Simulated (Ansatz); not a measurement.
Consider the formal exchange of groups at a C–C bond: `COC(C)(C)C` + `Cl[SiH2]S[SiH2]Cl` → `C[SiH](Cl)S[SiH2]Cl` + `COC(C)C`.

Program: Ansatz. Geometries: PBE0-D4/def2-TZVP. ΔE: electronic, gas phase. CCSD(T)/CBS is the MP2 limit (def2-TZVPP, def2-QZVPP) plus CCSD(T) − MP2 in def2-TZVPP, frozen cores. Functionals use def2-TZVPP. B3LYP here is the variant with VWN-RPA as its local correlation; programs differ in this. Each species was taken in one conformer, which may not be the lowest.

```json
{"level": "PBE-D4", "ΔE (kJ/mol)": "-52.0", "difference from CCSD(T)/CBS": "-6.0"}
{"level": "PBE0-D4", "ΔE (kJ/mol)": "-51.7", "difference from CCSD(T)/CBS": "-5.7"}
{"level": "B3LYP-D4", "ΔE (kJ/mol)": "-51.3", "difference from CCSD(T)/CBS": "-5.3"}
{"level": "ωB97X-V", "ΔE (kJ/mol)": "-47.0", "difference from CCSD(T)/CBS": "-1.0"}
{"level": "ωB97M-V", "ΔE (kJ/mol)": "-48.8", "difference from CCSD(T)/CBS": "-2.8"}
{"level": "PBE", "ΔE (kJ/mol)": "-54.1", "difference from CCSD(T)/CBS": "-8.1"}
{"level": "r2SCAN", "ΔE (kJ/mol)": "-51.8", "difference from CCSD(T)/CBS": "-5.8"}
{"level": "PBE0", "ΔE (kJ/mol)": "-53.4", "difference from CCSD(T)/CBS": "-7.4"}
{"level": "B3LYP", "ΔE (kJ/mol)": "-54.4", "difference from CCSD(T)/CBS": "-8.4"}
{"level": "HF/def2-TZVPP", "ΔE (kJ/mol)": "-51.7", "difference from CCSD(T)/CBS": "-5.7"}
{"level": "MP2/def2-TZVPP", "ΔE (kJ/mol)": "-45.9", "difference from CCSD(T)/CBS": "0.1"}
{"level": "SCS-MP2/def2-TZVPP", "ΔE (kJ/mol)": "-44.9", "difference from CCSD(T)/CBS": "1.1"}
{"level": "HF/def2-QZVPP", "ΔE (kJ/mol)": "-51.8", "difference from CCSD(T)/CBS": "-5.8"}
{"level": "MP2/def2-QZVPP", "ΔE (kJ/mol)": "-46.8", "difference from CCSD(T)/CBS": "-0.8"}
{"level": "HF/CBS(def2)", "ΔE (kJ/mol)": "-51.8", "difference from CCSD(T)/CBS": "-5.8"}
{"level": "MP2/CBS(def2)", "ΔE (kJ/mol)": "-47.5", "difference from CCSD(T)/CBS": "-1.5"}
{"level": "CCSD(T)/CBS", "ΔE (kJ/mol)": "-46.0", "difference from CCSD(T)/CBS": "0"}
```

Largest T1 diagnostic among the species: 0.010.

The D4 term adds +3.2 kJ/mol with B3LYP and +1.7 kJ/mol with PBE0; it sums over pairs of atoms, weighted by their polarisabilities, and B3LYP, whose exchange is more repulsive, gets the larger term. In def2-TZVPP, CCSD(T) changes the Hartree–Fock value by +7.3 kJ/mol (the triples alone add +1.1 kJ/mol) and MP2 by +5.9 kJ/mol.
